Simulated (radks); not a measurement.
Values are calculated unless marked as measured or tabulated.
Fractional charge and spin in the 4s shell of selenium: the spin-up occupation runs from 0 to 1 and the spin-down occupation from 0 to 1; the fullest corner is Se+, [Ar] 3d10 4p(up 1.5, down 1.5) 4s(up 1, down 1). Level of theory: non-relativistic Kohn-Sham, BLYP, spin-polarised, spherical densities, point nucleus (a radial shooting solver on a logarithmic mesh with Libxc functionals). Energy (eV) minus the two flat planes that join the four corners (they meet along the diagonal where the two added fractions sum to one electron); zero is where a piecewise linear energy would lie.

| down \ up | 0 | 0.5 | 1 |
|---|---|---|---|
| 0 | 0.000 | -1.483 | 0.000 |
| 0.5 | -1.483 | 0.275 | -1.366 |
| 1 | 0.000 | -1.366 | 0.000 |

Corners above the fullest one (they belong to Se2+ and the next ion): (up 1, down 0) 31.519 eV, (up 0, down 1) 31.519 eV, (up 0, down 0) 75.545 eV. With half an added electron in each spin the energy lies 0.275 eV from the planes, and with half an added electron in spin up alone -1.483 eV. The planes are only a guide here: the flat-plane condition holds for ground states with one frontier orbital, while this shell lies below other occupied shells, so the corners above the fullest one are inner-hole states and not the ground states of those ions.
